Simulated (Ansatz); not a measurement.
A run for Ansatz (an electronic-structure program): U-CCSD(T)/cc-pV(D+d)Z on CH5NSi (SMILES C[Si]N), a point of a bond scan (R = 1.640 Å). Files ending in .json are basis or fitting sets from the Basis Set Exchange.

Ansatz 0.2 input:
```yaml
crystal:
  periodic: [false, false, false]
  atoms:
    - {symbol: Si, position_ang: [-0.27695795, -0.02987367, 0.65336335]}
    - {symbol: C, position_ang: [0.58141634, 1.33956110, -0.37080899]}
    - {symbol: H, position_ang: [-0.09097363, 2.80345328, -0.06548057]}
    - {symbol: H, position_ang: [0.57862855, 1.17210013, -1.45148118]}
    - {symbol: H, position_ang: [1.62575435, 1.40795972, -0.04206701]}
    - {symbol: N, position_ang: [-0.21931976, -1.29505645, -0.50310454]}
    - {symbol: H, position_ang: [0.15769451, -1.23076375, -1.43932500]}
    - {symbol: H, position_ang: [-0.57108211, -2.21852540, -0.30037125]}
basis:
  gaussian:
    orbitals: cc-pV_D+d_Z.json
correlation: {method: ccsd_t, electrons: outside_noble_gas}
scf: {omitted_lower_state_checks: [cluster_reference]}
magnetization: {spin_polarized: true, initial_magnetization: 0}
```

The log:

```
WARN ansatz: RAYON_NUM_THREADS=1 ignored (pool sized by the plan → 1); use --threads N
Functional definition: HF
these checks for a lower state are left out or cut short: cluster_reference
integrals: 0.09 GiB planned
744 factors; integrals over basis functions are off by at most 1.2e-3 eV
mean field: 0.23 GiB planned
mean field evaluation 1: about -10448.4018 eV, gradient 2.3e1 eV
mean field evaluation 2: about -10448.4474 eV, gradient 2.3e1 eV
mean field evaluation 4: about -10451.3796 eV, gradient 2.1e0 eV
mean field evaluation 8: about -10451.4279 eV, gradient 1.6e-1 eV
mean field evaluation 16: about -10451.3918 eV, gradient 4.5e-1 eV
mean field evaluation 32: about -10451.4153 eV, gradient 2.5e-1 eV
mean field -10451.42820235 eV, -384.0829022037 hartree, gradient 4.9e-6 eV, S^2 0.000000; 4 other end points of the search recorded, 0 dependent functions left out
7 core orbitals not correlated
reference -10451.42820235 eV, -384.0829022037 hartree; 9, 9 occupied and 60, 60 virtual orbitals, 744 factors
second order -11.17351006 eV of doubles, -0.00000000 eV of singles
coupled cluster: 0.34 GiB planned
cycle   1  -11.89082487 eV  change   -7.2e-1 eV  update   9.8e-2
cycle   2  -12.30875357 eV  change   -4.2e-1 eV  update   3.5e-2
cycle   3  -12.41727421 eV  change   -1.1e-1 eV  update   1.8e-2
cycle   4  -12.41612033 eV  change    1.2e-3 eV  update   4.9e-3
cycle   5  -12.41504837 eV  change    1.1e-3 eV  update   2.1e-3
cycle   6  -12.41496844 eV  change    8.0e-5 eV  update   7.7e-4
cycle   7  -12.41481265 eV  change    1.6e-4 eV  update   3.1e-4
cycle   8  -12.41480925 eV  change    3.4e-6 eV  update   1.2e-4
cycle   9  -12.41483033 eV  change   -2.1e-5 eV  update   3.7e-5
cycle  10  -12.41481797 eV  change    1.2e-5 eV  update   1.4e-5
perturbative correction -0.39808576 eV, -0.0146293820 hartree
Total energy: -10464.24110608 eV, -384.5537677309 hartree
Checks for a lower state left out: cluster_reference
```

The run converged.

Cost: very roughly 9 core-seconds.
